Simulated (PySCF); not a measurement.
CH6ClFSi3, SMILES C1[SiH2][SiH2][Si@]1(Cl)F. Atoms are numbered in the order given.

```xyz
12

F      0.3405     0.7579    -1.8370
Si     0.5145     0.2150    -0.3107
Cl     2.4790     0.5711     0.2355
C     -0.0180    -1.5836    -0.2494
Si    -1.8690    -1.2610     0.1407
Si    -1.3214     0.8826     0.9926
H      0.2040    -2.1911    -1.1422
H      0.4499    -2.0730     0.6246
H     -2.4822    -2.2669     1.0586
H     -2.6701    -1.1620    -1.1161
H     -2.1112     2.0934     0.6255
H     -1.0276     0.8583     2.4589
```

Geometry: r2SCAN-D4/def2-SVP. The structure was generated by enumeration; whether it is a known compound was not checked.

These are SMD-ωB97X/6-31G* run with PySCF values and carry that method's errors.

Solvation free energies are E(SMD) − E(gas) at the gas-phase geometry, for 1 M in both phases. In vacuum the dipole moment is 2.40 D.

Computed solvation free energies in water, dichloromethane, ethanol:
| solvent | ΔG(solv) (kcal/mol) | its non-electrostatic (CDS) part | dipole (D) |
|---|---|---|---|
| water | 0.8 | 4.1 | 3.06 |
| dichloromethane | -4.1 | -1.3 | 2.96 |
| ethanol | -4.1 | -1.0 | 3.03 |
